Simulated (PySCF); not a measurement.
# Dipole moment and polarisability of `[H]/N=C/C=C1C=CC=C1`

Compound: C7H7N.
Numbering: `[H]/[N:1]=[CH:2]/[CH:3]=[C:4]1[CH:5]=[CH:6][CH:7]=[CH:8]1` (hydrogens: H9 on N1; H10 on C2; H11 on C3; H12 on C5; H13 on C6; H14 on C7; H15 on C8)

Structure used (GFN2-xTB), in Å, numbered top down from 1:
```xyz
15
C7H7N angstrom
N     -3.416   -0.144   -0.284
C     -2.205   -0.491   -0.171
C     -1.188    0.531   -0.117
C      0.137    0.306    0.000
C      0.852   -0.965    0.100
C      2.165   -0.699    0.202
C      2.362    0.746    0.174
C      1.165    1.344    0.055
H     -4.090   -0.906   -0.317
H     -1.860   -1.530   -0.110
H     -1.559    1.546   -0.180
H      0.388   -1.933    0.091
H      2.966   -1.412    0.291
H      3.324    1.220    0.240
H      0.954    2.395    0.005
```

Level: CAM-B3LYP/def2-SVPD (PySCF), static field, nuclei fixed, core orbitals frozen in the response. The polarisability tensor in these axes (au):

```
x   162.35   1.31   9.23
y     1.31  80.50  -0.77
z     9.23  -0.77  52.64
```

Task: Give the principal values, the mean and the anisotropy Δα = √{½[(α1 − α2)² + (α2 − α3)² + (α1 − α3)²]}.

Result: Principal values 51.84, 80.51 and 163.14 au; mean 98.50 au = 14.60 Å³ = 16.24 × 10⁻⁴⁰ C²·m²/J; Δα = 100.09 au (102 % of the mean).

Task: What is the dipole moment, and where does it point?

Result: (0.83, -1.43, 0.11) D, 1.66 D in size, pointing from the negative to the positive side. Measured along this direction, the outermost atoms are H11 at the negative end and H13 at the positive end.

Task: Molar refractivity from α?

Result: Lorentz–Lorenz: R = (4π/3)N_A α = 2.5225 cm³/(mol·Å³) × 14.60 Å³ = 36.8 cm³/mol, in the limit of long wavelengths.

Task: Give the principal axes and the span of the nuclei along them.

Result: Largest value along (1.00, 0.02, 0.08), where the nuclei span 7.47 Å; middle along (-0.01, 1.00, -0.03), 4.32 Å; least along (-0.08, 0.03, 1.00), 0.00 Å. The response follows the extents in order.

Task: What depolarisation ratio follows for Rayleigh scattering of linearly polarised light, taking the static tensor?

Result: ρ = 3Δα²/(45ᾱ² + 4Δα²) = 30056.3/(436579 + 40075.1) = 0.0631.

Task: In TDDFT the mean static polarisability is Σ f/ω² over all singlet excitations (ω in hartree). How much of it do the 8 lowest give? Their energies (eV) and oscillator strengths: 3.15, 0.0047; 4.16, 0.0007; 4.79, 0.7400; 6.15, 0.0007; 6.63, 0.0003; 6.69, 0.1915; 6.91, 0.0003; 6.92, 0.0023.

Result: They add up to 27.49 au, 27.9 % of the 98.50 au; the largest single term is 23.88 au, from the state at 4.79 eV. Terms in order: 0.35, 0.03, 23.88, 0.01, 0.01, 3.17, 0.00, 0.04 au. Higher excitations give the rest. The strengths listed sum to 0.941.

Task: What would n − 1 = 2πNα be for an ideal gas of these molecules at 500 K and 1 atm, electronic part alone?

Result: N = p/kT = 1.4678 × 10¹⁹ cm⁻³, so n − 1 = 2π × N × 14.60 × 10⁻²⁴ cm³ = 1346 × 10⁻⁶ at long wavelengths.

Isolated species at its GFN2-xTB geometry (one conformer only).

These values come from a run that also computed excited states. Hardware: Arm Neoverse N1, one thread, shared host with 64 logical CPUs at a one-minute load of 47. Cost: 72 s wall, 0.97 GiB resident at most.
